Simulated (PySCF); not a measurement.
Members of one series of related molecules.

All values: CAM-B3LYP/def2-SVPD (PySCF) at GFN2-xTB geometries, gas phase, one conformer each. Core orbitals are frozen in the response; Δα² is half the sum of the squared differences of the principal polarisabilities.

Problem. Rank by HOMO–LUMO gap, lowest first.
A. `C=Pc1ccsc1`
B. `C#CCP=C`
C. `C=PCOC`
D. `C=Pc1ccccc1F`
E. `C=PC1CCC1`
F. `C=PCO`

Solution. A (7.29 eV), D (7.59 eV), C (7.82 eV), E (8.02 eV), F (8.19 eV), B (8.36 eV).

Problem. Rank by dipole moment, lowest first.
A. `[CH2:1]=[P:2][CH2:3][OH:4]` with C1–P2–C3–O4 -16°, P2–C3–O4–H -64°
B. `[CH2:1]=[P:2][C:3]1=[CH:4][CH2:5][CH2:6][CH2:7]1` with C1–P2–C3–C4 -173°, C3–C4–C5–C6 12°, C4–C5–C6–C7 -18°, C5–C6–C7–C3 18°, P2–C3–C7–C6 169°
C. `[CH:1]#[C:2][CH2:3][P:4]=[CH2:5]` with C2–C3–P4–C5 0°
D. `[CH2:1]=[P:2][c:3]1[cH:4][cH:5][cH:6][n:7][cH:8]1` with C1–P2–C3–C4 -45°
E. `[CH2:1]=[P:2][N:3]([CH2:4][CH3:5])[CH2:6][CH3:7]` with C1–P2–N3–C4 179°, P2–N3–C4–C5 -107°, P2–N3–C6–C7 78°
F. `[CH2:1]=[P:2][C@H:3]([CH3:4])[CH2:5][CH3:6]` with C1–P2–C3–C4 -88°, P2–C3–C5–C6 -66°

Solution. C (0.52 D), A (0.93 D), F (1.27 D), B (1.78 D), E (2.13 D), D (2.53 D).

All values together:

```
       SMILES  formula  μ (D)  HOMO (eV)  LUMO (eV)  α (Å³)  Δα (Å³)  electrons  α per electron (Å³)
          C=P     CH3P   0.89      -9.04      -0.59    5.77     2.76         24                0.241
 C=Pc1ccccc1F   C7H6FP   2.48      -8.32      -0.72   15.59     8.99         72                0.217
   C=Pc1ccsc1   C5H5PS   0.84      -8.01      -0.72   14.90     8.79         66                0.226
  C=PC1=CCCC1    C6H9P   1.78      -7.89      -0.48   14.29     8.54         60                0.238
    C=PC1CCC1    C5H9P   1.36      -8.47      -0.45   12.13     4.46         54                0.225
        C=PCO   C2H5OP   0.93      -8.63      -0.43    8.29     3.07         40                0.207
  C=Pc1cccnc1   C6H6NP   2.53      -8.46      -0.91   14.77     8.83         64                0.231
   C=Pc1ccco1   C5H5OP   1.57      -7.66      -0.75   13.06     9.04         58                0.225
C=P[C@H](C)CC   C5H11P   1.27      -8.57      -0.33   12.93     3.75         56                0.231
       C=PCOC   C3H7OP   0.89      -8.34      -0.52   10.00     2.73         48                0.208
   C=PN(CC)CC  C5H12NP   2.13      -7.21       0.38   14.12     5.24         64                0.221
      C#CCP=C    C4H5P   0.52      -8.74      -0.38   10.46     4.92         44                0.238
```

Conformers: `[CH2:1]=[P:2][c:3]1[cH:4][cH:5][cH:6][cH:7][c:8]1[F:9]` with C1–P2–C3–C4 -50°; `[CH2:1]=[P:2][c:3]1[cH:4][cH:5][s:6][cH:7]1` with C1–P2–C3–C4 -145°; `[CH2:1]=[P:2][C:3]1=[CH:4][CH2:5][CH2:6][CH2:7]1` with C1–P2–C3–C4 -173°, C3–C4–C5–C6 12°, C4–C5–C6–C7 -18°, C5–C6–C7–C3 18°, P2–C3–C7–C6 169°; `[CH2:1]=[P:2][CH:3]1[CH2:4][CH2:5][CH2:6]1` with C1–P2–C3–C4 -169°, P2–C3–C4–C5 108°, C3–C4–C5–C6 10°, C4–C5–C6–C3 -10°, P2–C3–C6–C5 -107°; `[CH2:1]=[P:2][CH2:3][OH:4]` with C1–P2–C3–O4 -16°, P2–C3–O4–H -64°; `[CH2:1]=[P:2][c:3]1[cH:4][cH:5][cH:6][n:7][cH:8]1` with C1–P2–C3–C4 -45°; `[CH2:1]=[P:2][c:3]1[cH:4][cH:5][cH:6][o:7]1` with C1–P2–C3–C4 180°; `[CH2:1]=[P:2][C@H:3]([CH3:4])[CH2:5][CH3:6]` with C1–P2–C3–C4 -88°, P2–C3–C5–C6 -66°; `[CH2:1]=[P:2][CH2:3][O:4][CH3:5]` with C1–P2–C3–O4 34°, P2–C3–O4–C5 74°; `[CH2:1]=[P:2][N:3]([CH2:4][CH3:5])[CH2:6][CH3:7]` with C1–P2–N3–C4 179°, P2–N3–C4–C5 -107°, P2–N3–C6–C7 78°; `[CH:1]#[C:2][CH2:3][P:4]=[CH2:5]` with C2–C3–P4–C5 0°.

Problem. How closely does the mean polarisability follow the number of electrons in this set?

Solution. The correlation coefficient is 0.99; α per electron runs from 0.207 to 0.241 Å³.
